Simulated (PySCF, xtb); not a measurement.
CH8FNSi2, SMILES NC[SiH2][SiH2]F.

GFN2-xTB in xtb 6.7.1 at its own geometry gives an orbital gap of 3.71 eV and a dipole moment of 2.26 D.

Geometry optimised at B3LYP-D3(BJ)/def2-SVP. This is a generated structure with no PubChem entry under its InChIKey; it may be hypothetical. One conformer was computed; it need not be the lowest.

Q: What does PySCF with B3LYP/def2-TZVP give? (The exact figures need the calculation; the answer reports its results.)

A: gap 5.62 eV (levels -6.47 and -0.85 eV), dipole 1.79 D.
